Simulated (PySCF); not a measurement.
## Arsenic: a sound run and one with changed settings

Sound run: As [Ar] 3d10 4s2 4p3, As⁺ [Ar] 3d10 4s2 4p2. Computed with PySCF 2.14 in x2c-TZVPall (6s5p4d1f, 48 functions), with scalar relativity by spin-free X2C-1e. The sound run starts from symmetry-adapted Hartree-Fock orbitals and uses a fine grid where one is needed.

A second run was set up differently.

```csv
species,method,sound run (hartree),changed run (hartree),converged
As,UHF,-2259.01013,-2259.01013,yes
As,PBE,-2260.39062,-2263.75398,yes
As,M06-2X,-2260.78364,-2261.19572,yes
As⁺,UHF,-2258.66337,-2258.66337,yes
As⁺,PBE,-2260.02687,-2262.94809,yes
As⁺,M06-2X,-2260.42559,-2260.80561,yes
```

Ionisation energy of As:

| method | sound run (eV) | changed run (eV) |
| --- | --- | --- |
| UHF | 9.436 | 9.436 |
| M06-2X | 9.743 | 10.615 |

Question: What was changed?
A. minimal basis
B. angular grid far too coarse
C. all electrons correlated in a valence basis
D. level shift left on

Answer: B. It used 6 angular points. A coarse angular grid integrates products of high-l functions wrongly, so density functionals can shift, and the SCF can exploit the error; Hartree-Fock and MP2 need no grid.
